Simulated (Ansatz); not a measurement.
Reaction (redistribution): `[F][Ti]([F])([Cl])[Br]` + `C[O][Ga]([OH])[OH]` → `[OH][Ti]([F])([F])[Br]` + `C[O][Ga]([OH])[Cl]`

Isolated molecules relaxed with PBE0-D4/def2-TZVP in Ansatz; ΔE leaves out vibrations. CCSD(T)/CBS adds triple-zeta CCSD(T) − MP2 to the extrapolated MP2 energy (def2 sets, frozen cores). Functionals use def2-TZVPP. B3LYP here is the variant with VWN-RPA as its local correlation; programs differ in this. For Br, Ga, Ti outer-core shells are correlated without core-valence functions, which leaves a few kJ/mol of doubt a bond. Scalar relativity is left out up to krypton. One conformer a species, not always the lowest.

```tsv
species	B3LYP energy (Eh)
`[F][Ti]([F])([Cl])[Br]`	-4083.96357
`C[O][Ga]([OH])[OH]`	-2191.89189
`[OH][Ti]([F])([F])[Br]`	-3699.58879
`C[O][Ga]([OH])[Cl]`	-2576.28395
```

(1) Work out ΔE.

Largest T1 diagnostic among the species: 0.022, so the coupled-cluster value is less sure than usual.

Answers

(1) ΔE = (-3699.58879) + (-2576.28395) − (-4083.96357) − (-2191.89189) = -0.01728 Eh = -10.8 kcal/mol. CCSD(T)/CBS gives -10.0 kcal/mol.

In def2-TZVPP, CCSD(T) changes the Hartree–Fock value by +4.2 kcal/mol (the triples alone add +1.4 kcal/mol) and MP2 by +5.5 kcal/mol. From PBE to PBE0 (25 % exact exchange), in def2-TZVPP and without D4, ΔE moves by −1.2 kcal/mol.
